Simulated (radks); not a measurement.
Task: Radial electron density D(r) = 4 pi r^2 rho(r) of an atom or ion with 24 electrons. All-electron calculation, non-relativistic Kohn-Sham, exchange-only LDA, spin-polarised, spherical densities, point nucleus. Program: a radial shooting solver on a logarithmic mesh with Libxc functionals.

```
   r/bohr * D(r) (the largest magnitude, 32.9, reaches the edge; | marks zero)
 0.005979 |     *
 0.007848 |        *
   0.0103 |             *
  0.01352 |                    *
  0.01761 |                            *
  0.02311 |                                    *
  0.03033 |                                            *
  0.03982 |                                                 *
  0.05226 |                                               *
   0.0686 |                                          *
  0.09004 |                                      *
   0.1182 |                                         *
   0.1551 |                                                  *
   0.2036 |                                                      *
   0.2673 |                                            *
   0.3508 |                           *
   0.4605 |                   *
   0.6044 |                      *
   0.7933 |                       *
    1.041 |                 *
    1.356 |        *
     1.78 |   *
    2.336 | *
    3.066 |*
    4.025 *
    5.283 *
    6.934 *
```

What is the nuclear charge?

Result: Z = 25. The innermost maximum, from 1s, lies near 1/Z = 0.04 bohr (found: 0.0431), and its height grows with Z. The density is that of the manganese ion Mn+ in [Ar] 3d5 4s1; the configuration itself is not fixed sharply by these data, and Z only to about a unit. D(r) has 3 maxima, at r = 0.0431, 0.197, 0.732 bohr, and minima at 0.0945, 0.472 bohr, inside which lie 2.12, 10.62 electrons.
